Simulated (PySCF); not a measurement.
A calculated (B3LYP, PySCF 2.14, x2c-TZVPall, scalar relativity by spin-free X2C-1e) atom or ion has these occupied shells.

| shell | electrons | orbital energy (eV) | rms radius, mean of both spins (bohr) |
| --- | --- | --- | --- |
| 1s α | 1 | -15981.5 | 0.0451 |
| 1s β | 1 | -15981.5 | 0.0451 |
| 2s α | 1 | -2184.6 | 0.187 |
| 2s β | 1 | -2184.6 | 0.187 |
| 2p α | 3 | -1941.8 | 0.166 |
| 2p β | 3 | -1941.7 | 0.166 |
| 3s α | 1 | -349.23 | 0.527 |
| 3s β | 1 | -349.20 | 0.527 |
| 3p α | 3 | -270.30 | 0.538 |
| 3p β | 3 | -270.27 | 0.538 |
| 3d α | 5 | -139.65 | 0.550 |
| 3d β | 5 | -139.63 | 0.550 |
| 4s α | 1 | -49.879 | 1.45 |
| 4s β | 1 | -49.762 | 1.45 |
| 4p α | 3 | -30.723 | 1.68 |
| 4p β | 3 | -30.628 | 1.68 |
| 5s α | 1 | -9.216 | 4.13 |

Problem. Name the element and its charge.

Solution. Sr⁺ (strontium, charge +1), in [Kr] 5s1, 2S determinant.
